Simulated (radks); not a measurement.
Task: These are the eigenvalues of the occupied orbitals of an atom or ion with whole-number occupations (eV). All-electron calculation, Dirac Kohn-Sham, AM05, spin-unpolarised, spherical densities, finite nucleus; Fermi nuclear charge, rms radius of each element as measured or else 0.836 A^(1/3) + 0.57 fm. Program: a radial shooting solver on a logarithmic mesh with Libxc functionals.

1s1/2: -2135.114
2s1/2: -229.3664
2p1/2: -181.1677
2p3/2: -180.2407
3s1/2: -58.2403

Which element is it, and in what charge state? The configuration may be excited. Open shells, if any, are shared by 2j + 1.

Result: Z = 15, phosphorus, charge +4: P4+ in [Ne] 3s1. The list shows which subshells hold electrons but not how many an open one holds; the 1s level, -78.464 hartree, gives Z - s = 12.5 by -(Z - s)^2/2, which with screening and relativity narrows Z to a few neighbours, and the depths of the outer levels then fix element, charge and occupations together.
